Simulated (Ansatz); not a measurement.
Start from `[AlH2][O][SiH2]S` and change one atom or group to get `[SiH3][SiH2]O[SiH2]S`.

Ansatz, PBE0-D4/def2-TZVP geometries, multiplicity 1. Each molecule was computed in one conformer, which needn't be the lowest.

| property | `[AlH2][O][SiH2]S` |
| --- | --- |
| HOMO–LUMO gap (PBE0/def2-TZVPP) / eV | 6.34 |
| size of the dipole moment (ωB97M-V/def2-TZVPP) / D | 1.25 |
| HOMO energy (PBE0/def2-TZVPP) / eV | -7.59 |
| LUMO energy (PBE0/def2-TZVPP) / eV | -1.25 |
| HOMO energy (ωB97M-V/def2-TZVPP) / eV | -9.81 |
| size of the dipole moment (B3LYP/def2-TZVPP) / D | 1.23 |

Task: Give the same properties after the change, and the shifts. (An estimate is asked.)

Result: The calculation gave: 
```
                                          property  `[SiH3][SiH2]O[SiH2]S`  shift
              HOMO–LUMO gap (PBE0/def2-TZVPP) / eV                    7.25   0.91
size of the dipole moment (ωB97M-V/def2-TZVPP) / D                    0.64  -0.61
                HOMO energy (PBE0/def2-TZVPP) / eV                   -7.79  -0.20
                LUMO energy (PBE0/def2-TZVPP) / eV                   -0.54   0.71
             HOMO energy (ωB97M-V/def2-TZVPP) / eV                  -10.00  -0.19
  size of the dipole moment (B3LYP/def2-TZVPP) / D                    0.64  -0.59
```

With PBE0 the HOMO falls by 0.20 eV and the LUMO rises by 0.71 eV, so the gap widens by about 0.91 eV. PBE moves the HOMO by -0.19 eV and ωB97M-V by -0.19 eV. Dipoles are sizes alone; their direction can turn.

B3LYP here is the variant with VWN-RPA as its local correlation; programs differ in this.
